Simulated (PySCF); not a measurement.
**Working out the excitation energy of B+**

B+ [He] 2s2 (1S) → B+ [He] 2p2 (3P). Calculation: PySCF 2.14, in def2-TZVPPD (6s3p3d1f, 37 functions); the non-relativistic Hamiltonian (point nucleus). Frozen: nothing. Energies in hartree (1 hartree = 27.21139 eV):

```csv
part,B+ (lower),B+ (upper)
UHF,-24.236833,-23.834780
CCSD correlation,-0.074680,-0.026446
(T),-0.000256,-0.000026
```

What does Hartree-Fock give?

(-23.834780) − (-24.236833) = 0.402053 hartree = 10.940 eV.

What do CCSD and CCSD(T) give?

The CCSD correlation energies differ by 0.048234 hartree = 1.313 eV and the triples by 0.000230 hartree = 0.006 eV, so CCSD gives 12.253 eV and CCSD(T) 12.259 eV.

Measured between the centres of the two terms (NIST): 12.265 eV, so CCSD(T) (valence and next inner shell) is off by -0.006 eV.

What remains against the reference includes basis incompleteness and higher excitations.
